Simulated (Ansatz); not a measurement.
Consider the silylene formation by 1,1-elimination: `C=C=C[SiH2]C` → `C=C=CC` + `[SiH2]`.

Isolated molecules relaxed with PBE0-D4/def2-TZVP in Ansatz; ΔE leaves out vibrations. CBS: MP2 limit from def2 TZ/QZ plus the TZ coupled-cluster correction, frozen cores. This one scheme is used for every species. DFT in def2-TZVPP. B3LYP here is the variant with VWN-RPA as its local correlation; programs differ in this. Each species was taken in one conformer, which may not be the lowest.

| level | ΔE (kJ/mol) | difference from CCSD(T)/CBS |
| --- | --- | --- |
| PBE-D4 | 289.0 | 2.5 |
| r2SCAN-D4 | 310.0 | 23.5 |
| PBE0-D4 | 297.4 | 10.9 |
| B3LYP-D4 | 281.0 | -5.5 |
| ωB97X-V | 294.5 | 8.0 |
| ωB97M-V | 283.5 | -3.0 |
| B2PLYP | 280.1 | -6.4 |
| PBE | 279.3 | -7.2 |
| r2SCAN | 307.3 | 20.8 |
| PBE0 | 288.9 | 2.4 |
| B3LYP | 265.7 | -20.8 |
| HF/def2-TZVPP | 260.6 | -25.9 |
| MP2/def2-TZVPP | 302.7 | 16.2 |
| SCS-MP2/def2-TZVPP | 286.6 | 0.1 |
| CCSD/def2-TZVPP | 272.8 | -13.7 |
| CCSD(T)/def2-TZVPP | 278.4 | -8.1 |
| HF/def2-QZVPP | 261.5 | -25.0 |
| MP2/def2-QZVPP | 307.6 | 21.1 |
| SCS-MP2/def2-QZVPP | 291.7 | 5.2 |
| HF/CBS(def2) | 261.6 | -24.9 |
| MP2/CBS(def2) | 310.8 | 24.3 |
| CCSD/CBS(def2) | 280.9 | -5.6 |
| CCSD(T)/CBS | 286.5 | 0 |

Largest T1 diagnostic among the species: 0.014.

From PBE to PBE0 (25 % exact exchange), in def2-TZVPP and without D4, ΔE moves by +9.6 kJ/mol. In def2-TZVPP, CCSD(T) changes the Hartree–Fock value by +17.8 kJ/mol (the triples alone add +5.5 kJ/mol) and MP2 by +42.1 kJ/mol. The D4 term adds +15.4 kJ/mol with B3LYP and +8.5 kJ/mol with PBE0; it sums over pairs of atoms, weighted by their polarisabilities, and B3LYP, whose exchange is more repulsive, gets the larger term.
